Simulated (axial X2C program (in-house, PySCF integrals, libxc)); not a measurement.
Bond lengths and stretching modes, held linear, of AsCN⁻

Computed with an axial X2C code built on PySCF integrals: two-component X2C with atomic mean-field Coulomb and Gaunt terms, Gaussian nuclei, basis As dyall-v3z, C dyall-v3z, N dyall-av3z with contracted cores. Spin-free rows use the one-electron spin-free X2C Hamiltonian.

Masses As 74.922, C 12.000, N 14.003 u. States: 2c Ω = 3/2 (beyond evenly filled blocks: ω = 3/2); spin-free M_S = 1/2, Λ = 1 (beyond evenly filled blocks: π+α, π+β, π-α).

PBE0, spin-free: energies above the lowest point

```csv
r(As–C) (Å),r(C–N) (Å),E (meV)
1.8242,1.1427,69.87
1.8242,1.1720,18.80
1.8242,1.2013,56.68
1.8710,1.1427,44.02
1.8710,1.1720,0.00
1.8710,1.2013,45.34
1.8710,1.2306,163.51
1.9178,1.1427,56.38
1.9178,1.1720,18.43
1.9178,1.2013,70.22
1.9646,1.1720,65.90
1.9646,1.2306,254.09
```

Problem. Fit a quadratic surface with cubic terms in each bond: where is the minimum, and what are the two stretching wavenumbers?

Solution. At PBE0, spin-free: bonds 1.870 and 1.171 Å; harmonic stretches 486.8 and 2095.5 cm⁻¹; force constants 2.73, 16.7 and coupling 0.75 mdyn/Å.

The other levels and Hamiltonians give:

```csv
Hamiltonian,level,r(As–C) (Å),r(C–N) (Å),lower stretch (cm⁻¹),upper stretch (cm⁻¹)
2c,PBE0,1.871,1.171,484.8,2098.0
2c,HF,1.923,1.142,424.9,2230.1
2c,LDA,1.844,1.181,504.4,2018.4
spin-free,HF,1.921,1.143,427.8,2228.1
spin-free,LDA,1.842,1.181,506.3,2015.1
```

Each state is one determinant, the lowest of a limited PBE0 search; the stretches come from a fit to these few points and carry an uncertainty of a few per cent. Other orders of the atoms were not compared. Left out for rough or failed fits: MP2 2c, MP2 spin-free. For an anion the highest level of a functional can be positive, and the basis then holds the extra electron. The molecule was held linear; bending was not examined, so a bent shape may lie lower. Note: functional without a current term on a determinant with orbital currents, of the molecule or an atom.
